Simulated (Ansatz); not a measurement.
H3O, charge +1, singlet, at a GFN2-xTB geometry; PBE/def2-SVPD (Ansatz, a program for electronic structure).

The Ansatz input:
Ansatz 0.2 input:
```yaml
crystal:
  periodic: [false, false, false]
  atoms:
    - {symbol: O, position_ang: [0.07094020, 0.00288768, 0.03133554]}
    - {symbol: H, position_ang: [-0.02512652, 0.80502202, -0.52984156]}
    - {symbol: H, position_ang: [0.02737561, -0.82471664, -0.49851471]}
    - {symbol: H, position_ang: [-0.56977067, -0.00340678, 0.77767195]}
basis:
  gaussian:
    orbitals: def2-SVPD
hamiltonian:
  xc: pbe
total_charge: 1
accuracy: high
```

Predict the main parts of the log of this Ansatz run.


```
Functional definition: PBE
893 factors; integrals over basis functions are off by at most 3.3e-9 eV
mean field evaluation 1: about -2066.2296 eV, gradient 1.0e2 eV
mean field evaluation 2: about -2029.4183 eV, gradient 1.6e2 eV
mean field evaluation 4: about -2083.4703 eV, gradient 9.3e-1 eV
mean field evaluation 8: about -2083.4698 eV, gradient 2.4e-3 eV
mean field evaluation 16: about -2083.4698 eV, gradient 9.2e-9 eV
mean field -2083.46983329 eV, -76.5661041470 hartree, gradient 9.2e-9 eV, S^2 0.000000; 0 other end points of the search recorded, 0 dependent functions left out
reference -2083.46983676 eV, -76.5661042745 hartree; 5, 5 occupied and 42, 42 virtual orbitals, 893 factors
Total energy: -2083.46983676 eV, -76.5661042745 hartree
```
